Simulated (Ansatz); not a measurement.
`[CH3][GeH2][SiH2]Cl` + `NCS` → `NC(S)[SiH2]Cl` + `[CH3][GeH3]`  (formal exchange of groups at the Si–Ge bond)

Calculated with Ansatz (gas phase, PBE0-D4/def2-TZVP geometries, no zero-point term in ΔE). CCSD(T)/CBS is the MP2 limit (def2-TZVPP, def2-QZVPP) plus CCSD(T) − MP2 in def2-TZVPP, frozen cores. DFT in def2-TZVPP. B3LYP here is the variant with VWN-RPA as its local correlation; programs differ in this. For Ge outer-core shells are correlated without core-valence functions, which leaves a few kJ/mol of doubt a bond. Scalar relativity is left out up to krypton. Each species was taken in one conformer, which may not be the lowest.

`[CH3][GeH2][SiH2]Cl`:

Cartesian coordinates in Å:
```
C 1.750 -0.047 -0.279
Ge 0.003 0.813 -0.465
Si -1.692 -0.569 0.474
Cl -1.130 -1.059 2.404
H 2.533 0.606 -0.665
H 1.770 -0.987 -0.832
H 1.949 -0.255 0.773
H -0.319 1.067 -1.952
H -0.004 2.170 0.263
H -3.013 0.104 0.551
H -1.848 -1.844 -0.273
```

`NCS`:

Z-matrix (Å, degrees):
```
C
S 1 1.811
N 1 1.444 2 112.7
H 1 1.097 2 107.3 3 -128.3
H 1 1.092 2 104.7 3 117.9
H 2 1.342 1 96.7 3 83.9
H 3 1.012 1 111.0 2 -65.0
H 3 1.014 1 110.4 2 175.5
```

`NC(S)[SiH2]Cl`:

Cartesian coordinates in Å:
```
N 0.657 -1.280 0.552
C -0.397 -0.356 0.169
S -1.291 -0.941 -1.286
Si 0.152 1.411 -0.251
Cl 1.432 2.006 1.253
H 1.282 -1.445 -0.229
H 1.205 -0.896 1.316
H -1.111 -0.281 0.995
H -1.864 -2.012 -0.709
H 0.914 1.426 -1.523
H -0.977 2.369 -0.287
```

`[CH3][GeH3]`:

```xyz
8

C    -0.138    1.010   -0.183
Ge    0.122   -0.894    0.162
H    -0.931    1.157   -0.916
H    -0.414    1.527    0.737
H     0.780    1.453   -0.570
H    -1.174   -1.524    0.703
H     1.238   -1.104    1.201
H     0.516   -1.626   -1.134
```

| level | ΔE (kJ/mol) | difference from CCSD(T)/CBS |
| --- | --- | --- |
| B3LYP-D4 | 17.6 | 1.2 |
| ωB97X-V | 15.9 | -0.5 |
| ωB97M-V | 12.7 | -3.7 |
| B2PLYP | 17.7 | 1.3 |
| r2SCAN | 17.1 | 0.7 |
| MP2/def2-TZVPP | 11.0 | -5.4 |
| SCS-MP2/def2-TZVPP | 12.9 | -3.5 |
| HF/def2-QZVPP | 21.7 | 5.3 |
| MP2/def2-QZVPP | 11.4 | -5.0 |
| SCS-MP2/def2-QZVPP | 13.0 | -3.4 |
| CCSD(T)/CBS | 16.4 | 0 |

Largest T1 diagnostic among the species: 0.011.

In def2-TZVPP, CCSD(T) changes the Hartree–Fock value by −6.5 kJ/mol (the triples alone add −2.2 kJ/mol) and MP2 by −11.0 kJ/mol. The D4 term adds −5.1 kJ/mol with B3LYP and −2.5 kJ/mol with PBE0; it sums over pairs of atoms, weighted by their polarisabilities, and B3LYP, whose exchange is more repulsive, gets the larger term.
